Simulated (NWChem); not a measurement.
System: SiO2 anion, doublet; SMILES of the neutral closed-shell parent O=[Si]=O

Output (shortened):

```
             Northwest Computational Chemistry Package (NWChem) 7.3.0
             --------------------------------------------------------

 C2V symmetry detected

                             Geometry "geometry" -> ""
                             -------------------------

 Output coordinates in angstroms (scale by  1.889725989 to convert to a.u.)

  No.       Tag          Charge          X              Y              Z
 ---- ---------------- ---------- -------------- -------------- --------------
    1 O                    8.0000     1.47590100     0.00000000    -0.26465927
    2 Si                  14.0000     0.00000000     0.00000000     0.30246773
    3 O                    8.0000    -1.47590100     0.00000000    -0.26465927

 Effective nuclear repulsion energy (a.u.)      86.4432562112

      Symmetry information
      --------------------

 Group name             C2v
 Group number             16
 Group order               4
 No. of unique centers     2

                                 NWChem DFT Module
                                 -----------------

 Summary of "ao basis" -> "ao basis" (spherical)
 ------------------------------------------------------------------------------
       Tag                 Description            Shells   Functions and Types
 ---------------- ------------------------------  ------  ---------------------
 O                          cc-pvdz                  6       14   3s2p1d
 Si                         cc-pvdz                  8       18   4s3p1d

      Symmetry analysis of basis
      --------------------------

        a1         19
        a2          5
        b1         14
        b2          8

            General Information
            -------------------
          SCF calculation type: DFT
          Wavefunction type:  spin polarized.
          No. of atoms     :     3
          No. of electrons :    31
           Alpha electrons :    16
            Beta electrons :    15
          Charge           :    -1
          Spin multiplicity:     2
          Use of symmetry is: on ; symmetry adaption is: on
          Maximum number of iterations: 150
          AO basis - number of functions:    46
                     number of shells:    20
          Convergence on energy requested:  1.00D-06
          Convergence on density requested:  1.00D-05
          Convergence on gradient requested:  5.00D-04

              XC Information
              --------------
                  TPSS metaGGA Exchange Functional  1.000
             TPSS03 metaGGA Correlation Functional  1.000

             Grid Information
             ----------------
          Grid used for XC integration:  medium
          Radial quadrature: Mura-Knowles
          Angular quadrature: Lebedev.
          Tag              B.-S. Rad. Rad. Pts. Rad. Cut. Ang. Pts.
          ---              ---------- --------- --------- ---------
          O                   0.60       49           7.0       434
          Si                  1.10       88           6.0       590
          Grid pruning is: on
          Number of quadrature shells:   137
          Spatial weights used:  Erf1

      Superposition of Atomic Density Guess
      -------------------------------------

 Sum of atomic energies:        -438.36261013

 Renormalizing density from      30.00 to     31

      Non-variational initial energy
      ------------------------------

 Total energy =    -447.221906
 1-e energy   =    -804.669157
 2-e energy   =     271.003994
 HOMO         =       0.162697
 LUMO         =       0.323985

   Symmetry analysis of molecular orbitals - initial alpha
   -------------------------------------------------------

  Numbering of irreducible representations:

     1 a1          2 a2          3 b1          4 b2

  Orbital symmetries:

     1 a1          2 a1          3 b1          4 a1          5 b1
     6 a1          7 b2          8 a1          9 b1         10 a1
    11 b1         12 a1         13 b2         14 a2         15 b1
    16 a1         17 b2         18 a1         19 b1         20 a1
    21 b2         22 a1         23 b2         24 a1         25 b1
    26 a2

   Symmetry analysis of molecular orbitals - initial beta
   ------------------------------------------------------

  Numbering of irreducible representations:

     1 a1          2 a2          3 b1          4 b2

  Orbital symmetries:

     1 a1          2 a1          3 b1          4 a1          5 b1
     6 a1          7 b2          8 a1          9 b1         10 a1
    11 b1         12 a1         13 b2         14 a2         15 b1
    16 a1         17 b2         18 a1         19 b1         20 a1
    21 b2         22 a1         23 b2         24 a1         25 b1
    26 a2

     ---------------------------------------------
      Total Density - Mulliken Population Analysis
     ---------------------------------------------

    Atom       Charge   Shell Charges
 -----------   ------   -------------------------------------------------------
    1 O    8     9.10   2.00  0.84  1.00  2.82  2.44  0.00
    2 Si  14    12.79   2.00  2.03  0.47  0.84  6.04  0.53  0.63  0.25
    3 O    8     9.10   2.00  0.84  1.00  2.82  2.44  0.00

     --------------------------------------------
      Spin Density - Mulliken Population Analysis
     --------------------------------------------

    Atom       Charge   Shell Charges
 -----------   ------   -------------------------------------------------------
    1 O    8     0.13  -0.00  0.01 -0.01  0.09  0.04 -0.00
    2 Si  14     0.74  -0.00 -0.00  0.02  0.51  0.00  0.06  0.12  0.03
    3 O    8     0.13  -0.00  0.01 -0.01  0.09  0.04 -0.00

[...]
```

Level: TPSS/cc-pVDZ, spin-unrestricted. In the optimisation the excess spin sits in a1 (C2v, its own frame). Sets without diffuse functions describe the anion's extra electron poorly. The geometry was optimised at B3LYP/def2-SVPD, spin-unrestricted. This spin state was assumed; another may lie lower. No stability test was run on the SCF state. The highest occupied level is positive, so the extra electron may be held by the finite basis.

Write an input that gives this output.

Several could match; the one computed here: the input that was run:
```
start job
memory heap 200 mb stack 900 mb global 1100 mb
charge -1
geometry units angstroms noautoz
  O      1.475901     0.000000    -0.273780
  Si     0.000000     0.000000     0.293347
  O     -1.475901     0.000000    -0.273780
end
basis spherical
  * library cc-pvdz
end
dft
  odft
  mult 2
  xc xtpss03 ctpss03
  iterations 150
  mulliken
end
task dft energy
```
